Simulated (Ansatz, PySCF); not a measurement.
Ansatz (an electronic-structure program) was given this input:
Ansatz 0.2 input:
```yaml
crystal:
  periodic: [false, false, false]
  atoms:
    - {symbol: C, position_ang: [-1.23510431, 0.76204970, -0.41109720]}
    - {symbol: C, position_ang: [0.04736362, 1.26807139, -0.28472306]}
    - {symbol: Si, position_ang: [1.19340311, -0.07161919, 0.24325478]}
    - {symbol: C, position_ang: [-0.21341171, -1.25810642, 0.25087701]}
    - {symbol: C, position_ang: [-1.37625835, -0.60533511, -0.12118435]}
    - {symbol: H, position_ang: [-2.08793344, 1.37087101, -0.71409621]}
    - {symbol: H, position_ang: [0.26664660, 2.31268264, -0.48503378]}
    - {symbol: H, position_ang: [1.95641833, 0.12605762, 1.54710508]}
    - {symbol: H, position_ang: [2.37636754, -0.38607924, -0.66394090]}
    - {symbol: H, position_ang: [-0.21116985, -2.31601195, 0.49634177]}
    - {symbol: H, position_ang: [-2.34350829, -1.10492880, -0.18917728]}
basis:
  gaussian:
    orbitals: STO-3G
total_charge: -1
magnetization: {spin_polarized: true, initial_magnetization: 1}
correlation: {method: ccsd_t, electrons: outside_noble_gas}
accuracy: high
```

Problem. Write the same job for PySCF.

Solution. One answer among several that fit: 
```python
from pyscf import gto, scf, cc

mol = gto.Mole()
mol.atom = '''
    C    -1.23510431    0.76204970   -0.41109720
    C     0.04736362    1.26807139   -0.28472306
    Si    1.19340311   -0.07161919    0.24325478
    C    -0.21341171   -1.25810642    0.25087701
    C    -1.37625835   -0.60533511   -0.12118435
    H    -2.08793344    1.37087101   -0.71409621
    H     0.26664660    2.31268264   -0.48503378
    H     1.95641833    0.12605762    1.54710508
    H     2.37636754   -0.38607924   -0.66394090
    H    -0.21116985   -2.31601195    0.49634177
    H    -2.34350829   -1.10492880   -0.18917728
'''
mol.basis = 'sto-3g'
mol.charge = -1
mol.spin = 1
mol.verbose = 4
mol.build()

mf = scf.UHF(mol)
mf.kernel()

mycc = cc.CCSD(mf, frozen=9)
mycc.kernel()
et = mycc.ccsd_t()
print('E(CCSD(T)) = %.10f' % (mycc.e_tot + et))
```

Both were run: Ansatz gave -438.781360 Eh and PySCF -438.781359 Eh, 0.000 mEh apart.
